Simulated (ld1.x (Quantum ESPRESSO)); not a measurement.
# LDA (PZ) PAW dataset for W (Z = 74), fully relativistic all-electron reference.

```
Element                 : tungsten (W)
Generator               : ld1.x (Quantum ESPRESSO) 7.5
Type                    : PAW
Functional              : LDA (PZ)
Relativity              : fully relativistic
Frozen core             : [Xe] 4f14
Valence charge          : 6
Reference configuration : 5d4 6s2 6p0
Partial waves           : 6s (bound): rcut 2.70, rcutus 2.95 bohr; 6s channel at 0.2 Ry: rcut 2.70, rcutus 2.95 bohr; 6p (bound, empty): rcut 2.40, rcutus 3.15 bohr; 6p channel at 2.4 Ry: rcut 2.40, rcutus 3.15 bohr; 5d (bound): rcut 1.55, rcutus 1.75 bohr; 5d channel at 1.05 Ry: rcut 1.55, rcutus 1.75 bohr; 5f channel at 0.15 Ry: rcut 2.45, rcutus 3.35 bohr; 5f channel at 2.4 Ry: rcut 2.45, rcutus 3.35 bohr
Local potential         : all-electron potential smoothed inside 2.45 bohr (lloc = -2)
Core correction         : a·sin(br)/r model core, default radius (ld1.x builds one for every PAW set, though the input has nlcc=.false.)
Augmentation charge     : PSQ, inside the norm-conserving radii
```

Open shells are filled in proportion to 2j + 1 (rel_dist='average').

Problem. Tests: 5d4 6s1 6p0; 5d4 6s0 6p0; 5d3 6s0 6p0; 5d4.5 6s1.5 6p0; 5d3 6s2 6p0; 5d4 6s1.5 6p0; 5d5 6s0 6p0. Which has the largest error in its energy relative to the reference configuration, and how large is it?

Solution. 5d3 6s0 6p0, with -168 meV (all-electron minus pseudo) on +50.86 eV.

The ghost test of this file was not conclusive.
